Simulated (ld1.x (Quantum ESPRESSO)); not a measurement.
Which change was made? (Sn, ultrasoft)

- Element: tin (Sn)
- Generator: ld1.x (Quantum ESPRESSO) 7.5
- Type: ultrasoft
- Functional: PBE
- Relativity: scalar-relativistic
- Frozen core: [Ar] 3d10 4s2
- Valence charge: 20
- Reference configuration: 4p6 4d10 5s2 5p1 (charge +1)
- Partial waves: 5s (bound): rcut 1.45, rcutus 1.90 bohr; 5s channel at 3.8 Ry: rcut 1.45, rcutus 1.90 bohr; 4p (bound): rcut 1.60, rcutus 1.80 bohr; 5p (bound): rcut 1.60, rcutus 1.80 bohr; 4d (bound): rcut 1.25, rcutus 1.45 bohr; 4d channel at -1.95 Ry: rcut 1.25, rcutus 1.45 bohr
- Local potential: all-electron potential smoothed inside 1.15 bohr (lloc = -1)
- Core correction: Bessel-smoothed model core inside 1.10 bohr
- Augmentation charge: PSQ, inside the norm-conserving radii

Cutoffs, loose and tight: the cutoffs (Ry, on a coarse ladder) from which the occupation-weighted sum of valence levels, in a spherical-Bessel basis at the reference potential, stays within 10 and 1 mRy of its value at 400 Ry. They do not see the model core or the augmentation charge, which bear on the density cutoff. Test errors are all-electron minus pseudo excitation energies from the reference, over the configurations 4p6 4d10 5s2 5p2; 4p6 4d10 5s2 5p0; 4p6 4d10 5s1 5p0; 4p6 4d10 5s0 5p0; 4p6 4d10 5s2 5p2.3; 4p6 4d10 5s1 5p3; 4p6 4d9 5s2 5p3; variants that change the core or the reference have their own tests. The largest error is taken over the tests solved by every variant that gives reliable tests at all, those not shown here included: 4p6 4d10 5s0 5p0; 4p6 4d10 5s1 5p0; 4p6 4d10 5s1 5p3; 4p6 4d10 5s2 5p0; 4p6 4d10 5s2 5p2; 4p6 4d10 5s2 5p2.3.

The base gives: outcome: generated; cutoff, loose: 70 Ry; cutoff, tight: 120 Ry; bound ghosts: s; largest test error (meV): -36.

On the changes marked as counting shells twice: ld1.x takes every shell without a wave as core, so the model core holds the marked electrons as well and exchange and correlation see them twice. This cancels in the reference configuration, but the file is broken for other ones, and its errors say nothing about a proper core correction.

Question: After one change the result is: outcome: generated, overlap not positive; bound ghosts: s (d not tested, overlap not positive); largest test error (meV): +7.9. Which change was it?
A. wave 4d channel at -1.95 Ry: rcut 1.25, rcutus 1.45 bohr becomes 4d channel at 1.04 Ry: rcut 1.25, rcutus 1.45 bohr
B. waves 5s (bound): rcut 1.14, rcutus 1.20 bohr; 5s channel at 3.8 Ry: rcut 1.14, rcutus 1.20 bohr
C. type TM; waves now 4p (bound): rc 1.80 bohr; 4d (bound): rc 1.45 bohr; 5s (bound): rc 1.90 bohr; local potential the s channel (5p counted twice)

Answer: A. The others give: type TM; waves now 4p (bound): rc 1.80 bohr; 4d (bound): rc 1.45 bohr; 5s (bound): rc 1.90 bohr; local potential the s channel (5p counted twice) → outcome: generated, misses its reference levels by 1.76 eV; cutoff, loose: 90 Ry; cutoff, tight: 140 Ry; bound ghosts: none; largest test error (meV): +3329 | waves 5s (bound): rcut 1.14, rcutus 1.20 bohr; 5s channel at 3.8 Ry: rcut 1.14, rcutus 1.20 bohr → outcome: failed: chargeps: negative rho. A file whose overlap is not positive is unfit for use, and its test errors describe a broken file.
